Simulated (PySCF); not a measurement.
**Pb⁷⁶⁺: ionisation energy**

Pb⁷⁶⁺ [He] 2s2 2p2 (3P) → Pb⁷⁷⁺ [He] 2s2 2p1 (2P), as a difference of total energies. All numbers are calculated (PySCF 2.14, scalar relativity by spin-free X2C-1e, in an uncontracted even-tempered set (18 s from 59 bohr⁻², ratio 2.2; 13 p from 76 bohr⁻², ratio 2.2; 5 d from 280 bohr⁻², ratio 2.4; 5 f from 420 bohr⁻², ratio 2.4; 4 g from 630 bohr⁻², ratio 2.4)). Correlated levels: nothing frozen; virtual orbitals above 40 to 60 times the deepest correlated orbital energy dropped. The calculations carry no spin-orbit coupling.

```json
{"method": "UHF", "ionisation energy (eV)": "21918.0"}
{"method": "LDA", "ionisation energy (eV)": "21908.0"}
{"method": "PBE", "ionisation energy (eV)": "21915.1"}
{"method": "PBE0", "ionisation energy (eV)": "21916.1"}
{"method": "r2SCAN", "ionisation energy (eV)": "21922.6"}
{"method": "MN15", "ionisation energy (eV)": "21921.7"}
{"method": "M06", "ionisation energy (eV)": "21919.9"}
{"method": "MP2 (all electrons)", "ionisation energy (eV)": "21918.2"}
{"method": "SCS-MP2 (all electrons)", "ionisation energy (eV)": "21917.9"}
```

Spin-orbit coupling is strong in these open shells (close to jj coupling). The scalar numbers leave it out and a first-order estimate fails, so it can dominate the gap to the real levels.

For this ion Breit and QED terms and the two-electron picture change, all absent here, outweigh the differences among the correlated methods.

For comparison: 23460 ± 110 eV (theoretical estimate listed by NIST; NIST Atomic Spectra Database, ionization energies).
